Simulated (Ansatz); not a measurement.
Consider the ligand exchange at the Si–F bond: `O[SiH](F)S` + NH₃ → `N[SiH](O)S` + H–F.

Program: Ansatz. Geometries: PBE0-D4/def2-TZVP. ΔE: electronic, gas phase. CCSD(T)/CBS is the MP2 limit (def2-TZVPP, def2-QZVPP) plus CCSD(T) − MP2 in def2-TZVPP, frozen cores. This one scheme is used for every species. Functionals use def2-TZVPP. Each species was taken in one conformer, which may not be the lowest.

`O[SiH](F)S`:

Z-matrix (Å, degrees):
```
Si
F 1 1.594
S 1 2.124 2 107.3
O 1 1.624 2 112.2 3 -119.5
H 1 1.470 2 107.1 3 123.8
H 3 1.344 1 93.3 2 34.3
H 4 0.959 1 118.6 2 71.2
```

NH₃:

Cartesian coordinates in Å:
```
N -0.195 0.106 -0.173
H 0.078 0.774 0.537
H -0.528 -0.720 0.308
H 0.646 -0.159 -0.671
```

`N[SiH](O)S`:

Z-matrix (Å, degrees):
```
Si
O 1 1.644
S 1 2.137 2 105.1
N 1 1.696 2 112.5 3 -119.7
H 1 1.483 2 110.7 3 120.7
H 2 0.959 1 117.6 3 -57.1
H 3 1.344 1 94.0 2 174.4
H 4 1.007 1 120.6 2 -81.2
H 4 1.007 1 120.9 2 68.7
```

H–F:

Cartesian coordinates in Å:
```
F 0.073 0.453 0.033
H -0.073 -0.453 -0.033
```

```json
{"level": "B97M-V", "ΔE (kJ/mol)": "96.9"}
{"level": "r2SCAN", "ΔE (kJ/mol)": "93.4"}
{"level": "MP2/def2-SVP", "ΔE (kJ/mol)": "87.4"}
{"level": "CCSD/CBS(def2)", "ΔE (kJ/mol)": "87.5"}
```

**Question.** What does CCSD(T)/CBS give? (Best estimate.)

**Answer.** Ansatz gave: +86.0 kJ/mol. The listed levels differ from it by 10.9, 7.4, 1.4, 1.5 kJ/mol.

**Question.** What do rigid-rotor, harmonic-oscillator terms from PBE0-D4/def2-TZVP frequencies (298.15 K, 1 bar) make of the CCSD(T)/CBS value? (An estimate is asked.)

**Answer.** Ansatz gave: ΔZPE = -5.2 kJ/mol, ΔH = +82.2 kJ/mol, ΔS = -3 J/(mol·K), ΔG = +83.2 kJ/mol.

Largest T1 diagnostic among the species: 0.012.

The D4 term adds −6.2 kJ/mol with B3LYP and −3.4 kJ/mol with PBE0; it sums over pairs of atoms, weighted by their polarisabilities, and B3LYP, whose exchange is more repulsive, gets the larger term. In def2-TZVPP, CCSD(T) changes the Hartree–Fock value by −12.1 kJ/mol (the triples alone add −1.5 kJ/mol) and MP2 by −14.8 kJ/mol. Leaving LDA and LC-ωPBE aside and taking each functional with its dispersion term where it has one, the values, not all of them listed here, spread over 15.8 kJ/mol, from revPBE-D4 to B97M-V. LDA lies −7.2 kJ/mol from PBE without D4.

B3LYP here is the variant with VWN-RPA as its local correlation; programs differ in this.
